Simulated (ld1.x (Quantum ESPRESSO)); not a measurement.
Before and after: TM potential for oxygen (O)

ld1.x (Quantum ESPRESSO) 7.5 input, shortened:

```
&input
   title='O', zed=8., rel=1, dft='BLYP', iswitch=3,
   config='[He] 2s2 2p3.5'
 /
 &inputp
   pseudotype=2, tm=.true., lloc=-1, rcloc=0.65,
   nlcc=.true.
 /
2
2S  1  0   2.00   0.00  0.70  0.70  0.0
2P  2  1   3.50   0.00  1.65  1.65  0.0
 &test
   configts(1)='2s2 2p3.5'
 /
```

Change: local potential all-electron potential smoothed inside 1.32 bohr (lloc = -1).

Cutoffs: the cutoffs (Ry, on a coarse ladder) from which the occupation-weighted sum of valence levels, in a spherical-Bessel basis at the reference potential, stays within 10 and 1 mRy of its value at 400 Ry; they do not see the model core or the augmentation charge, which bear on the density cutoff. Errors are all-electron minus pseudo energies relative to the spin-unpolarised reference configuration.

What does the change do?

The potential gets neither clearly harder nor softer (80 Ry and 200 Ry → 90 Ry and 200 Ry); of the 7 tests that both files solve, the error grows in 0 and shrinks in 3 by more than 15 % and 0.3 meV (median size 33.9 → 35.3 meV); neither file shows a bound ghost. That the errors move this way runs against the usual rule that smaller radii transfer better.

| quantity | base | changed |
| --- | --- | --- |
| cutoff, loose | 80 Ry | 90 Ry |
| cutoff, tight | 200 Ry | 200 Ry |
| bound ghosts | none | none |
| error for 2s2 2p4, meV [ΔE -6.28 eV] | +3.9 | +3.0 |
| error for 2s2 2p3, meV [ΔE 10.15 eV] | +9.8 | +8.3 |
| error for 2s2 2p2, meV [ΔE 43.75 eV] | +194 | +176 |
| error for 2s2 2p4.3, meV [ΔE -8.40 eV] | +6.3 | +4.3 |
| error for 2s0 2p6, meV [ΔE 23.43 eV] | +114 | +114 |
| error for 2s2 2p0, meV [ΔE 174.72 eV] | +2967 | +2820 |
| error for 2s1 2p4, meV [ΔE 25.24 eV] | -34 | -35 |
| s: phases at 1.80 bohr within 0.05 rad from the reference energy up to (Ry; the scan ends near 5) | 3.1 | 3.1 |
| p: phases at 1.80 bohr within 0.05 rad from the reference energy up to (Ry; the scan ends near 5) | 2.3 | 2.2 |
